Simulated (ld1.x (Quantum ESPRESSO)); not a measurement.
**boron (B): variants of one TM potential**

Base potential:

| Property | Result |
| --- | --- |
| Element | boron |
| Generator | ld1.x (Quantum ESPRESSO) 7.5 |
| Type | norm-conserving Troullier–Martins (Kleinman–Bylander form) |
| Functional | PBE |
| Relativity | non-relativistic |
| Frozen core | [He] |
| Valence charge | 3 |
| Reference configuration | 2s2 2p0.5 (charge +0.5) |
| Partial waves | 2s (bound): rc 1.30 bohr; 2p (bound): rc 2.65 bohr |
| Local potential | the p channel |
| Core correction | none |

Cutoffs, loose and tight: the cutoffs (Ry, on a coarse ladder) from which the occupation-weighted sum of valence levels, in a spherical-Bessel basis at the reference potential, stays within 10 and 1 mRy of its value at 400 Ry. They do not see the model core or the augmentation charge, which bear on the density cutoff. Test errors are all-electron minus pseudo excitation energies from the reference, over the configurations 2s2 2p1; 2s2 2p0; 2s1 2p0; 2s1 2p1; 2s1 2p2; 2s0 2p3; 2s2 2p1.3. A dash means not determined; rows that change the core or the reference have their own tests.

Cutoffs are not given where the Bessel-basis levels miss the radial ones by over 6 mRy, ghosts where they miss by over 20 mRy; a channel whose overlap is not positive is not tested.

| change | outcome | cutoff, loose | cutoff, tight | bound ghosts | largest test error (meV) |
| --- | --- | --- | --- | --- | --- |
| base | generated | 21 Ry | 55 Ry | none | +108 |
| wave 2s (bound): rc 1.30 bohr becomes 2s (bound): rc 0.82 bohr | generated | 120 Ry | 160 Ry | none | +183 |
| reference 2s1 2p0 | generated | 21 Ry | 50 Ry | none | +433 |
| core correction a·sin(br)/r model core inside 0.78 bohr | generated | 21 Ry | 55 Ry | none | +117 |
| wave 2p (bound): rc 2.65 bohr becomes 2p (bound): rc 3.52 bohr | generated | 21 Ry | 55 Ry | none | +247 |
| all radii scaled by about 0.79 (s 1.02, p 2.10 bohr) | generated | 50 Ry | 120 Ry | none | +78 |
| type ultrasoft; waves now 2s (bound): rcut 1.15, rcutus 1.30 bohr; 2s channel at -0.4 Ry: rcut 1.15, rcutus 1.30 bohr; 2p (bound): rcut 2.30, rcutus 2.65 bohr; 2p channel at 4.6 Ry: rcut 2.30, rcutus 2.65 bohr; local potential all-electron potential smoothed inside 1.85 bohr (lloc = -1); augmentation built from norm-conserving waves at rcut, not smoothed further | generated | – | – | not determined | +91 |
